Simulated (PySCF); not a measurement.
Vertical excitations of a molecule C₂H₆BFO₂ from TDDFT-PBE/def2-SVPD run with PySCF 2.14.0, as energy in eV (oscillator strength): 6.35 (0.003), 7.06 (0.002), 7.16 (0.009), 7.25 (0.003), 7.47 (0.009), 7.90 (0.011), 8.00 (0.018), 8.06 (0.017), 8.16 (0.012), 8.17 (0.024). Lowest triplet (TDA): 6.23 eV. Coordinates come from a B3LYP-D3(BJ)/def2-SVP optimisation. One conformer was computed; it need not be the lowest.

Q: Which structure fits?
(A) CCOB(O)F
(B) OCB(F)CO
(C) C[C@@H](F)B(O)O
(D) OCB(O)CF

A: C, C[C@@H](F)B(O)O
